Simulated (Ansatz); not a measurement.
The same ligand exchange along the group O, S, Se.

Program: Ansatz. Geometries: PBE0-D4/def2-TZVP. ΔE: electronic, gas phase. CCSD(T)/CBS adds triple-zeta CCSD(T) − MP2 to the extrapolated MP2 energy (def2 sets, frozen cores). This one scheme is used for every species. DFT in def2-TZVPP. For Se outer-core shells are correlated without core-valence functions, which leaves a few kJ/mol of doubt a bond. Scalar relativity is left out up to krypton. One conformer a species, not always the lowest.

| reaction | CCSD(T)/CBS(def2) (kJ/mol) |
| --- | --- |
| `COB(Cl)Cl` + H–F → `FB(Cl)Cl` + CH₃OH | ? |
| `CSB(Cl)Cl` + H–F → `FB(Cl)Cl` + CH₃SH | -46 |
| `C[Se]B(Cl)Cl` + H–F → `FB(Cl)Cl` + `C[SeH]` | -51 |

Q: Fill in the missing values. (Estimate.)

A: The calculation gave: `COB(Cl)Cl` + H–F → `FB(Cl)Cl` + CH₃OH: +9.0 kJ/mol.

Largest T1 diagnostic: 0.012, for `CSB(Cl)Cl`.
